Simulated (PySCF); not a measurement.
# From computed data to an observable: oscillator strength and radiative lifetime

C5H5FO, SMILES C#C[C@@]1(F)CCO1.

Coordinates come from a ωB97X-D3(BJ)/def2-SVP optimisation. The structure was generated by enumeration; whether it is a known compound was not checked.

TDDFT-PBE/def2-SVPD run with PySCF puts the first singlet state with f over 0.02 at 6.78 eV (vertical), with the transition dipole (0.320, -0.196, -0.003) in atomic units.

Problem. Find the oscillator strength, the wavelength and the radiative lifetime that this transition would have in vacuum if emission retraced absorption.

Solution. 
|μ|² = 0.1408 au, so |μ| = 0.95 D. ΔE = 6.78/27.211 = 0.2492 hartree. f = (2/3) ΔE |μ|² = 0.023 (the program prints 0.023).
λ = 1239.84/6.78 = 183 nm; ν = 54684 cm⁻¹.
Einstein's coefficient A = 0.6670 ν² f s⁻¹ (ν in cm⁻¹) = 4.7e7 s⁻¹, so τ = 1/A = 21 ns. This state is S5; the lower singlets have f = 0.002, 0.013, 0.004, 0.016. The figure is the radiative limit of this one transition; relaxation, internal conversion, crossing to triplets and a medium change what is measured.
